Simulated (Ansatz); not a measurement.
Basis-set series for `C=C(N)[SiH](O)[InH2]`. Charge 0, multiplicity 1. In: def2 effective core potential. The structure was optimised at the PBE0-D4/def2-TZVP level. It is one conformer, not always the lowest.

```tsv
functional	basis	functions	energy (Eh)	HOMO (eV)	LUMO (eV)
PBE0-D4	def2-TZVPP	328	-690.38407	-6.51	-0.71
PBE0-D4	def2-QZVPP	620	-690.40749	-6.53	-0.76
ωB97M-V	def2-TZVPP	328	-690.57874	-8.51	0.62
ωB97M-V	def2-QZVPP	620	-690.60094	-8.53	0.46
```

Problem. Give the rows for def2-SVP. (Best estimate.)

Solution. Ansatz gave: 
| functional | basis | functions | energy (Eh) | HOMO (eV) | LUMO (eV) |
| --- | --- | --- | --- | --- | --- |
| PBE0-D4 | def2-SVP | 140 | -690.02506 | -6.43 | -0.49 |
| ωB97M-V | def2-SVP | 140 | -690.20960 | -8.40 | 1.06 |

Positive LUMOs are unbound and depend on the basis.
